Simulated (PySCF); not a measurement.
Si3BH9O4

The system: Si3BH9O4, a molecule drawn as a unit of a network glass or zeolite (built as: Si Si B3 Si, H ends, O bridges); neutral, singlet. The structure, one conformer, was relaxed in the gas phase by PBE0-D3(BJ)/def2-SVP. No frequency run checks that it is a minimum.

SMILES: OB(O[SiH3])O[SiH2]O[SiH3]

```csv
atom,x (Å),y (Å),z (Å)
O1,2.367,-0.248,1.876
B2,1.514,-0.329,0.823
O3,0.912,-1.530,0.544
Si4,-0.076,-2.182,-0.625
O5,1.304,0.798,0.091
Si6,0.434,1.648,-1.020
O7,-1.160,1.682,-0.596
Si8,-2.334,1.080,0.407
H9,2.450,-1.099,2.316
H10,0.754,-2.847,-1.669
H11,-0.908,-1.120,-1.268
H12,-0.966,-3.178,0.032
H13,0.952,3.038,-1.032
H14,0.568,1.004,-2.356
H15,-1.746,0.060,1.330
H16,-2.918,2.190,1.212
H17,-3.405,0.439,-0.410
```

Shieldings: GIAO PBE0/pcSseg-1. Shifts are against computed references at the same level: H TMS (σ 31.27 ppm), Si TMS (σ 352.0 ppm). Core levels by delta-SCF with SCAN, pcX-2 on the ionised atom and pcseg-1 elsewhere, spin-free X2C (2p3/2 is the spin-free 2p value less a third of a first-order spin-orbit splitting); from the vacuum level, for chosen atoms.

(1) Give the NMR and core-level values of the distinct atoms.

(2) Which of O1, O3, O7 holds its core electrons tightest, and by how much against the loosest?

(3) By CAM-B3LYP/def2-SVPD (TDDFT singlets, Tamm-Dancoff triplets, ionisation by delta-SCF), where does absorption start, and what does vertical ionisation take?

Answers

(1) 
```csv
atoms,bonded to,σ (ppm),δ (ppm),core level (eV)
O1,1 B + 1 H,232.3,-,1s 539.00
B2,3 O,85.9,-,1s 198.48
O3,1 B + 1 Si,266.2,-,1s 538.38
Si4,1 O + 3 H,390.1,-38.1,-
O5,1 B + 1 Si,230.7,-,-
Si6,2 O + 2 H,397.1,-45.1,-
O7,2 Si,294.1,-,1s 537.98
Si8,1 O + 3 H,392.4,-40.4,2p3/2 107.68
H9,1 O,28.04,3.22,-
H10 H11 H12,1 Si,26.22,5.04,-
H13,1 Si,26.34,4.93,-
H14,1 Si,26.10,5.17,-
H15 H16 H17,1 Si,26.20,5.07,-
```

Values are those of this one static structure, with the three H of a rotating XH3 group averaged; atoms that internal rotation interchanges would show their mean in an NMR spectrum.

(2) O1 (bonded to 1 B + 1 H), by 1.01 eV over O7 (bonded to 2 Si).

(3) The first singlet with intensity lies at 7.68 eV (f 0.009); what lies below it is dark. The lowest singlet lies at 7.51 eV (f 0.001), the strongest of the first 6 at 8.26 eV (f 0.023), the lowest triplet at 7.15 eV; vertical ionisation takes 10.69 eV.

The 3 runs behind this took 5.9 min in all, one thread each of AMD EPYC 9R45 96-Core on a shared host, launched as `OMP_NUM_THREADS=1 python cluster_run.py task.json out`.
